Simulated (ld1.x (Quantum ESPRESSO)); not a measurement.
## Scattering properties, RRKJ potential for Pb (Z = 82)

| Quantity | Value |
| --- | --- |
| Element | lead |
| Generator | ld1.x (Quantum ESPRESSO) 7.5 |
| Type | norm-conserving RRKJ (Kleinman–Bylander form) |
| Functional | BLYP |
| Relativity | scalar-relativistic |
| Frozen core | [Xe] 4f14 5d10 |
| Valence charge | 4 |
| Reference configuration | 6s1.5 6p2.5 |
| Partial waves | 6s (bound): rc 1.75 bohr; 6p (bound): rc 2.55 bohr |
| Local potential | the p channel |
| Core correction | a·sin(br)/r model core inside 1.30 bohr |
| rho0 | 0.02 |

The phase is arctan(r·u′/u) with u = r·R(r), unwrapped; energies in Ry, scanned from -3 to 5 Ry. A pole is an energy at which the radial function vanishes at the test radius. The pseudo phase is shifted by a multiple of π to meet the all-electron one at the reference energy, and phase errors are pseudo minus all-electron; the curves can meet again beyond the range given. Levels narrower than the energy grid can be missing from the lists of poles.

**Question.** For each channel, where are the poles, and over which energies does the pseudopotential scatter like the atom?

**Answer.**

```tsv
channel	radius (bohr)	reference energy (Ry)	poles, all-electron	poles, pseudo	unbroken range about the reference energy with phases within 0.05 rad	phase error 1 Ry above the reference energy (rad)
s	2.75	-0.92	0.10	0.07, 4.78	below 1.7	-0.004
p	2.75	-0.28	1.68	1.59	below 3.0	-0.006
```

Phases in the p channel:

```
E (Ry)  all-electron  pseudo
 -3.00         1.327   1.325
 -2.76         1.313   1.311
 -2.52         1.296   1.294
 -2.28         1.275   1.273
 -2.04         1.249   1.247
 -1.80         1.216   1.214
 -1.56         1.172   1.169
 -1.32         1.110   1.107
 -1.08         1.017   1.015
 -0.84         0.865   0.863
 -0.60         0.588   0.587
 -0.36         0.075   0.075
 -0.12        -0.564  -0.564
  0.12        -0.985  -0.988
  0.36        -1.209  -1.213
  0.60        -1.337  -1.343
  0.84        -1.419  -1.426
  1.08        -1.477  -1.485
  1.32        -1.520  -1.530
  1.56        -1.555  -1.567
  1.80        -1.585  -1.599
  2.04        -1.611  -1.628
  2.28        -1.635  -1.656
  2.52        -1.658  -1.685
  2.76        -1.681  -1.717
  3.00        -1.706  -1.754
  3.24        -1.733  -1.798
  3.48        -1.763  -1.859
  3.72        -1.799  -1.946
  3.96        -1.845  -2.091
  4.20        -1.904  -2.371
  4.44        -1.989  -2.954
  4.68        -2.119  -3.697
  4.92        -2.338  -4.120
```
